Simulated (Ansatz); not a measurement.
Ansatz (a first-principles code) input (CCSD(T)/STO-3G):

Ansatz 0.2 input:
```yaml
crystal:
  periodic: [false, false, false]
  atoms:
    - {symbol: Si, position_ang: [-0.10722830, 0.12742570, -0.30237286]}
    - {symbol: C, position_ang: [0.99737433, -1.36241481, -0.18287289]}
    - {symbol: F, position_ang: [0.63891984, 1.37106686, 0.40134439]}
    - {symbol: N, position_ang: [-1.64666638, -0.25735816, 0.39192493]}
    - {symbol: H, position_ang: [-0.38492569, 0.53148123, -1.69833761]}
    - {symbol: H, position_ang: [0.54431443, -2.21228140, -0.69523714]}
    - {symbol: H, position_ang: [1.96347019, -1.14983861, -0.64471016]}
    - {symbol: H, position_ang: [1.16809987, -1.63990025, 0.85857080]}
    - {symbol: H, position_ang: [-1.99762268, 0.32297339, 1.15459735]}
basis:
  gaussian:
    orbitals: STO-3G
magnetization: {spin_polarized: true, initial_magnetization: 1}
correlation: {method: ccsd_t, electrons: outside_noble_gas}
```

Output:

```
Functional definition: HF
integrals: 0.01 GiB planned
370 factors; integrals over basis functions are off by at most 3.2e-5 eV
mean field: 0.08 GiB planned
mean field evaluation 1: about -12995.9093 eV, gradient 1.7e1 eV
mean field evaluation 2: about -12995.9989 eV, gradient 1.7e1 eV
mean field evaluation 4: about -12999.0020 eV, gradient 1.4e0 eV
mean field evaluation 8: about -12999.0376 eV, gradient 2.2e-4 eV
mean field evaluation 16: about -12998.9033 eV, gradient 1.4e0 eV
mean field evaluation 32: about -12997.5763 eV, gradient 2.6e-2 eV
mean field -12999.03576626 eV, -477.7057533470 hartree, gradient 8.3e-7 eV, S^2 0.758274; 3 other end points of the search recorded, 0 dependent functions left out
determinant -12999.03576626 eV, -477.7057533470 hartree, with singles and doubles -13003.68062116 eV, -477.8764486162 hartree
determinant -12997.57478192 eV, -477.6520631630 hartree, with singles and doubles -13002.12479033 eV, -477.8192728877 hartree
8 core orbitals not correlated
reference -12999.03576626 eV, -477.7057533470 hartree; 13, 12 occupied and 8, 9 virtual orbitals, 370 factors
second order -3.47413462 eV of doubles, -0.00000000 eV of singles
coupled cluster: 0.07 GiB planned
cycle   1  -4.64500072 eV  change   -1.5e-4 eV  update   7.4e-4
cycle   2  -4.64507119 eV  change   -7.0e-5 eV  update   4.9e-4
cycle   3  -4.64519730 eV  change   -1.3e-4 eV  update   3.0e-4
cycle   4  -4.64528910 eV  change   -9.2e-5 eV  update   7.0e-5
cycle   5  -4.64540119 eV  change   -1.1e-4 eV  update   2.9e-5
cycle   6  -4.64544425 eV  change   -4.3e-5 eV  update   1.3e-5
cycle   7  -4.64544494 eV  change   -7.0e-7 eV  update   8.7e-6
perturbative correction -0.07753631 eV, -0.0028494068 hartree
Total energy: -13003.75874751 eV, -477.8793197066 hartree
```

It need not be the lowest isomer of its formula.
